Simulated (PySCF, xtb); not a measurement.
C₄H₁₁BrO₃Si, SMILES Br[Si](OCC)(O)OCC.

GFN2-xTB (xtb) at its own geometry gives an orbital gap of 7.96 eV and a dipole moment of 5.22 D.

The structure is a stationary point at B3LYP-D3(BJ)/def2-SVP. One conformer was computed; it need not be the lowest.

Q: What does HF/def2-SVP run with PySCF give? (An estimate is asked for; the answer gives what the named calculation found.)

A: gap 15.93 eV (levels -11.40 and 4.53 eV), dipole 0.41 D.
